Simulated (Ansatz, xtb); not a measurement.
Breaking the Ga1–H2 bond in GaH3 (SMILES [GaH3]) (multiplicity 1 held, fragments rigid). Energies count from the point at 1.570 Å.
Geometry at that point (charge 0, multiplicity 1):
```xyz
4

Ga     0.000     0.000     0.000
H      1.566    -0.109    -0.021
H     -0.877    -1.302     0.006
H     -0.689     1.411     0.014
```

Restricted levels (R-, RO-) in cc, def2 and unpolarised 6-31G sets keep to the state of the molecule at rest. Unrestricted levels (U-) break spin symmetry where that is lower. Curves can end on different states.

Cores are frozen in the correlated methods. Filled d and f shells under p-block atoms count as core.

Programs: Ansatz (Gaussian basis) for Hartree–Fock, density functionals and correlated methods; xtb for the GFN methods.  The GFN methods have no spin term and hold the electronic entropy of 300 K.

**Question.** One of these levels gives 387.8 kJ/mol for the energy at R = 5.024 Å. Which?
A. R-MP2/cc-pVDZ
B. GFN2-xTB
C. U-SCS-MP2/cc-pVDZ

**Answer.** B, GFN2-xTB. The others give 472.3 (R-MP2/cc-pVDZ), 333.8 (U-SCS-MP2/cc-pVDZ)

Doubts at one or more of the structures used: a restricted determinant that unrestricted orbitals would lower (R-MP2/cc-pVDZ); a spin-contaminated determinant (U-SCS-MP2/cc-pVDZ).

Ansatz is a quantum-chemistry and plane-wave program.
